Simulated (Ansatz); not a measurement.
Species: sum formula AlN₂H₄Br (charge 0, singlet). 
Geometry from a B3LYP-D3(BJ)/def2-TZVP (Ansatz, a quantum-chemistry and plane-wave program) optimisation:
SMILES: [NH2][Al]([NH2])[Br]
```xyz
8

N     -1.4045    -1.9051    -0.1394
Al     0.0754    -0.9533    -0.0664
N      1.6866    -1.6628    -0.1092
Br    -0.1029     1.3014     0.0907
H     -2.3279    -1.5036    -0.1152
H     -1.4556    -2.9086    -0.2098
H      1.8948    -2.6459    -0.1771
H      2.5356    -1.1224    -0.0677
```
Charge 0, spin multiplicity 1.

Wanted: atomisation energy (electronic, to ground-state atoms), in kJ/mol. Correlated levels leave the core frozen unless marked. Open shells are spin-unrestricted. Spin-orbit coupling is left out. Frozen are the shells of the preceding noble gas and the d and f shells that filled before the atom's block. No relativistic terms. The coupled-cluster limit lacks core correlation, which all-electron functionals hold. Basis-set limits of correlation are two-point, X^-3; Hartree-Fock from the larger set.

| level | program | atomisation energy (kJ/mol) |
|---|---|---|
| CAM-B3LYP/def2-TZVPD | Ansatz | 2698.6 |
| wB97X/def2-TZVPD | Ansatz | 2688.7 |
| B2PLYP-D3(BJ)/def2-TZVPD | Ansatz + dftd3 | 2675.5 |
| MP2/def2-TZVPP | Ansatz | 2659.5 |
| MP2/CBS(def2-TZVPPD,def2-QZVPPD) | Ansatz | 2754.6 |
| CCSD(T)/def2-TZVPPD | Ansatz | 2621.4 |
| CCSD(T)/CBS(def2-TZVPPD,def2-QZVPPD) | Ansatz | 2706.7 |
